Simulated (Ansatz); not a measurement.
Stepwise reaction of `BS` with hydrogen chloride, as a gas-phase model of exchange steps in deposition or etching. ΔE in kJ/mol; ΔG adds harmonic PBE0-D4 terms to CCSD(T)/CBS, at 1 bar.

Gas-phase electronic energies from Ansatz, PBE0-D4/def2-TZVP geometries. CCSD(T)/CBS adds triple-zeta CCSD(T) − MP2 to the extrapolated MP2 energy (def2 sets, frozen cores). This one scheme is used for every species. DFT in def2-TZVPP. B3LYP here is the variant with VWN-RPA as its local correlation; programs differ in this. Each species was taken in one conformer, which may not be the lowest.

| step | reaction | PBE-D4 | B3LYP-D4 | ωB97M-V | CCSD(T)/CBS | ΔG(400 K) |
| --- | --- | --- | --- | --- | --- | --- |
| 1 | `BS` + HCl → `SBCl` + H₂ | -68.5 | -62.1 | -62.3 | -61.7 | -59.9 |
| 2 | `SBCl` + HCl → `SB(Cl)Cl` + H₂ | -60.3 | -54.1 | -54.5 | -52.8 | -50.9 |

**Question.** By hand: ΔE of the 2 steps together at CCSD(T)/CBS.

**Answer.** (-61.7) + (-52.8) = -114.5 kJ/mol, or -57.2 kJ/mol a step.

In ΔE each step is higher than the one before. All are downhill at CCSD(T)/CBS. ΔG lies between -59.9 and -50.9 kJ/mol a step. PBE-D4 differs from CCSD(T)/CBS by -7.5 to -6.8 kJ/mol a step. Isolated molecules leave out the surface, adducts and barriers. Largest T1 diagnostic: 0.015.
